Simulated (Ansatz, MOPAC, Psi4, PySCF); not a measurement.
System: N-silylmethanamine, CH₇NSi, net charge 0, singlet state. SMILES: CN[SiH3]
Geometry from a B3LYP-D3(BJ)/def2-TZVP (Ansatz, an electronic-structure program) optimisation:
```
N
H 1 1.0081
C 1 1.4559 2 113.51
H 3 1.0921 1 109.42 2 169.54
H 3 1.0923 4 107.16 1 120.13
H 3 1.0971 4 107.53 5 116.04
Si 1 1.7195 2 117.75 3 -155.24
H 7 1.4811 1 107.37 2 -32.05
H 7 1.4832 8 110.95 1 118.64
H 7 1.4910 8 108.09 9 116.54
```

Property: size of the dipole moment, in D. Terms: 6-31G* and kin with 6d, 5d where marked; non-relativistic; spin-orbit terms left out; PM7 with its own dispersion and hydrogen-bond terms; no dispersion term unless named. First-principles rows: single points at B3LYP-D3(BJ) geometries (Ansatz). Semi-empirical rows: dipoles at the shared geometry.

| level | program | size of the dipole moment (D) |
|---|---|---|
| PM7 | MOPAC | 1.04 |
| SVWN5/6-31G* | Ansatz | 1.30 |
| PBE/STO-3G | Ansatz | 0.66 |
| BP86/def2-SVP | PySCF | 1.33 |
| B3LYP/STO-3G | Ansatz | 0.64 |
| B3LYP/6-31G* | Ansatz | 1.25 |
| wB97X-D/6-31G* | Psi4 | 1.28 |

No value to compare with is used here. The 7 habitual levels span 0.64 (B3LYP/STO-3G) to 1.33 D (BP86/def2-SVP).

The levels are drawn from those run, B3LYP/6-31G* more often than the rest, none by its result; left out are runs that failed, that the program found above a lower state of the same kind, or whose <S^2> lies over 0.5 above the pure value.
